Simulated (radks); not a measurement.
Results of a calculation; reference values are marked as such.
Species: Te. Configuration: [Kr] 4d9 5s2 5p5 (not the ground configuration).

Code: a radial shooting solver on a logarithmic mesh with Libxc functionals. Model: Dirac Kohn-Sham, PBE, spin-unpolarised, spherical densities, point nucleus; open shells fill j = l - 1/2 first.

Energy parts (eV):
total: -184913.162
kinetic: 195573.236
electron-nucleus: -448870.920
Hartree: 73163.639
exchange-correlation: -4779.118

Orbitals (lengths in bohr, moments of r in powers of bohr; r(max) is where P^2 peaks; r(90%) holds 90 % of the orbital's charge):
| orbital | occ. | eigenvalue (eV) | <1/r> | r(90%) | r(max) | <r^4> |
|---|---|---|---|---|---|---|
| 1s1/2 | 2 | -31615.34 | 55.58 | 0.0500 | 0.01793 | 2.871e-06 |
| 2s1/2 | 2 | -4854.347 | 12.94 | 0.185 | 0.1015 | 0.0004915 |
| 2p1/2 | 2 | -4548.507 | 12.92 | 0.165 | 0.07795 | 0.0003149 |
| 2p3/2 | 4 | -4274.032 | 11.96 | 0.173 | 0.08265 | 0.0003752 |
| 3s1/2 | 2 | -972.8885 | 4.604 | 0.473 | 0.2928 | 0.02140 |
| 3p1/2 | 2 | -847.2146 | 4.513 | 0.470 | 0.2792 | 0.02052 |
| 3p3/2 | 4 | -796.0332 | 4.276 | 0.486 | 0.2897 | 0.02351 |
| 3d3/2 | 4 | -574.5199 | 4.128 | 0.464 | 0.2361 | 0.01943 |
| 3d5/2 | 6 | -563.8147 | 4.066 | 0.468 | 0.2391 | 0.02028 |
| 4s1/2 | 2 | -171.4513 | 1.844 | 1.10 | 0.7001 | 0.6304 |
| 4p1/2 | 2 | -128.0473 | 1.735 | 1.16 | 0.7198 | 0.7942 |
| 4p3/2 | 4 | -118.1759 | 1.659 | 1.20 | 0.7437 | 0.9114 |
| 4d3/2 | 4 | -48.5964 | 1.407 | 1.44 | 0.7993 | 1.880 |
| 4d5/2 | 5 | -47.0648 | 1.388 | 1.46 | 0.8077 | 1.975 |
| 5s1/2 | 2 | -16.8724 | 0.6512 | 2.94 | 1.747 | 32.50 |
| 5p1/2 | 2 | -7.6124 | 0.5329 | 3.67 | 2.016 | 79.96 |
| 5p3/2 | 3 | -6.6819 | 0.5057 | 3.86 | 2.103 | 98.16 |

The highest occupied level is 5p3/2 at -6.682 eV. Summed over all electrons, <r^2> = 63.10 bohr^2, which gives a Langevin (diamagnetic) susceptibility term of -50 x 10^-6 cm^3/mol.
